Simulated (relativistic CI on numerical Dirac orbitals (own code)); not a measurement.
# Forbidden lines of Er51+

Calculated at this level of theory: Dirac-Coulomb-Breit CI, KLI orbitals optimised for each configuration, a model potential for QED, unscaled Slater integrals (own radial code, finite nucleus).

Configurations in the expansion (outside the closed core [Ne]): 3s2 3p5, 3s 3p6, 3s2 3p4 3d, 3s 3p5 3d, 3p6 3d, 3s 3p4 3d2, 3s2 3p3 3d 4p, 3p6 4s, 3s 3p4 3d 4s, 3s2 3p4 4s, 3p6 4p, 3s2 3p4 4p, 3s2 3p3 3d2, 3s2 3p2 3d3, 3s 3p3 3d3, 3s2 3p2 3d2 4s, 3s2 3p2 3d2 4p. Double excitations out of closed p, d and f shells are left out; levels of such configurations are missing from the list, as are those of other unlisted configurations, and high levels can miss mixing partners.

| λ vac (nm) | Lower | Upper | Type | A (s⁻¹) | log gf |
| --- | --- | --- | --- | --- | --- |
| 4.6599 | 3s2 3p5 2P°_3/2 [1] | 3s2 3p4 3d 2F_7/2 [8] | M2 | 1.85e+04 | -7.32 |
| 4.9208 | 3s2 3p4 3d 2F_7/2 [8] | 3s2 3p4 3d 2F_7/2 [40] | M1 | 1.30e+07 | -4.42 |
| 4.9365 | 3s2 3p4 3d 4D_7/2 [28] | 3s2 3p4 3d 2D_5/2 [109] | M1 | 1.05e+08 | -3.64 |
| 4.9666 | 3s2 3p4 3d 4F_9/2 [9] | 3s2 3p4 3d 2F_7/2 [40] | M1 | 4.08e+07 | -3.92 |
| 5.1080 | 3s2 3p4 3d 2P_3/2 [32] | 3s2 3p4 3d 2D_5/2 [109] | M1 | 3.02e+07 | -4.15 |
| 5.1876 | 3s2 3p4 3d 2F_5/2 [35] | 3s2 3p4 3d 2D_5/2 [109] | M1 | 6.46e+07 | -3.81 |
| 5.2164 | 3s2 3p4 3d 2F_7/2 [8] | 3s2 3p4 3d 2G_9/2 [36] | M1 | 1.09e+07 | -4.35 |
| 5.2166 | 3s2 3p4 3d 2F_7/2 [8] | 3s2 3p4 3d 2F_5/2 [35] | M1 | 7.46e+07 | -3.74 |
| 5.2678 | 3s2 3p4 3d 4F_9/2 [9] | 3s2 3p4 3d 2G_9/2 [36] | M1 | 4.72e+07 | -3.71 |
| 5.2690 | 3s2 3p4 3d 4D_5/2 [3] | 3s2 3p4 3d 2G_7/2 [22] | M1 | 7.71e+06 | -4.59 |
| 5.3483 | 3s2 3p5 2P°_3/2 [1] | 3s2 3p5 2P°_1/2 [6] | M1 | 1.15e+08 | -4.01 |
| 5.3639 | 3s2 3p4 3d 2F_7/2 [5] | 3s2 3p4 3d 2G_7/2 [22] | M1 | 4.77e+07 | -3.78 |
| 5.4730 | 3s2 3p3 3d2 4G°_11/2 [37] | 3s2 3p3 3d2 2I°_13/2 [101] | E2 | 7.57e+05 | -5.32 |
| 5.4730 | 3s2 3p3 3d2 4G°_11/2 [37] | 3s2 3p3 3d2 2I°_13/2 [101] | M1 | 1.71e+07 | -3.97 |
| 5.4877 | 3s2 3p4 3d 4D_5/2 [3] | 3s2 3p4 3d 4D_3/2 [19] | M1 | 7.68e+07 | -3.86 |
| 5.4977 | 3s2 3p4 3d 2F_7/2 [8] | 3s2 3p4 3d 4D_7/2 [28] | M1 | 3.34e+07 | -3.92 |
| 5.5391 | 3s2 3p4 3d 2D_5/2 [11] | 3s2 3p4 3d 2F_7/2 [40] | M1 | 1.10e+07 | -4.39 |
| 5.5548 | 3s2 3p4 3d 4F_9/2 [9] | 3s2 3p4 3d 4D_7/2 [28] | M1 | 4.61e+07 | -3.77 |
| 5.6188 | 3s2 3p5 2P°_3/2 [1] | 3s2 3p4 3d 2F_7/2 [5] | M2 | 5.40e+01 | -9.69 |
| 5.7082 | 3s2 3p3 3d2 4G°_11/2 [50] | 3s2 3p3 3d2 4H°_13/2 [134] | E2 | 5.85e+05 | -5.40 |
| 5.7082 | 3s2 3p3 3d2 4G°_11/2 [50] | 3s2 3p3 3d2 4H°_13/2 [134] | M1 | 1.72e+07 | -3.93 |
| 5.7839 | 3s2 3p4 3d 2D_5/2 [13] | 3s2 3p4 3d 2F_7/2 [40] | M1 | 3.97e+06 | -4.80 |
| 5.9166 | 3s2 3p4 3d 2D_5/2 [11] | 3s2 3p4 3d 2F_5/2 [35] | M1 | 3.68e+07 | -3.94 |
| 6.2809 | 3s2 3p4 3d 2D_5/2 [11] | 3s2 3p4 3d 4D_7/2 [28] | M1 | 8.77e+06 | -4.38 |
| 6.5976 | 3s2 3p4 3d 2D_5/2 [13] | 3s2 3p4 3d 4D_7/2 [28] | M1 | 2.57e+07 | -3.87 |
| 15.959 | 3s2 3p4 3d 4D_5/2 [3] | 3s2 3p4 3d 2D_5/2 [11] | M1 | 2.68e+05 | -5.21 |
| 20.707 | 3s2 3p3 3d2 4H°_11/2 [93] | 3s2 3p3 3d2 4H°_13/2 [134] | M1 | 9.48e+05 | -4.07 |
| 21.867 | 3s2 3p4 3d 2D_3/2 [7] | 3s2 3p4 3d 2D_5/2 [11] | M1 | 9.30e+05 | -4.40 |
| 25.013 | 3s2 3p4 3d 4D_5/2 [3] | 3s2 3p4 3d 2F_7/2 [8] | M1 | 5.40e+05 | -4.39 |
| 25.978 | 3s2 3p4 3d 2F_7/2 [5] | 3s2 3p4 3d 4F_9/2 [9] | M1 | 6.49e+05 | -4.18 |
| 27.305 | 3s2 3p4 3d 2F_7/2 [5] | 3s2 3p4 3d 2F_7/2 [8] | M1 | 1.79e+05 | -4.80 |
| 297.94 | 3s2 3p4 3d 4D_5/2 [3] | 3s2 3p4 3d 2F_7/2 [5] | M1 | 2.79e+02 | -5.53 |

Terms are leading LS components. Brackets give the number of a level in order of energy, since labels repeat. The list gives strong lines, with weight on those to low levels, among the lowest 200 of 2504 levels, so that lines to higher ones, which can be the strongest, are missing. Levels whose partners in the same complex of configurations lie outside the list can be far off, and so can their lines. Rates are taken at the computed energies, electric ones in the length gauge.

At this charge energies of transitions that change n are usually good to better than 1 %, and those within a shell (Δn = 0) to a few per cent.

LS names give the leading component of a level, which can be under half, so a name can repeat, a term be missing and a line seem to break the LS rules.
